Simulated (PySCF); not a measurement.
CH6OSi2, SMILES `C([SiH2][SiH3])=O` (O–C–Si–Si torsion 94°), neutral singlet in the gas phase. 

Z-matrix (Å, degrees):
```
Si
H 1 1.4796
H 1 1.4847 2 110.53
C 1 1.9303 2 108.73 3 -118.69
O 4 1.2078 1 122.77 2 -27.03
H 4 1.1165 5 119.35 1 177.86
Si 1 2.3484 2 111.73 3 122.61
H 7 1.4811 1 109.71 2 56.79
H 7 1.4823 8 109.39 1 121.06
H 7 1.4828 8 109.12 9 119.11
```
Charge 0, multiplicity 1.

All levels are single points at this geometry (B3LYP-D3(BJ)/def2-TZVP); Pople sets use spherical d functions. Orbital energies aren't observables, and empty levels follow the basis.

HF/3-21G in PySCF gives gap (eV) = 13.11.

Problem. Estimate the gap (eV) from each of these levels: TPSSh-D3(BJ)/def2-TZVP in PySCF; B3LYP/6-311+G** in PySCF; BP86/6-31G* in PySCF; SVWN5/6-31G* in PySCF; HF/6-31G* in PySCF.

Solution. 
```tsv
level	gap (eV)
TPSSh-D3(BJ)/def2-TZVP in PySCF	4.06
B3LYP/6-311+G** in PySCF	4.87
BP86/6-31G* in PySCF	2.88
SVWN5/6-31G* in PySCF	2.72
HF/6-31G* in PySCF	13.04
```
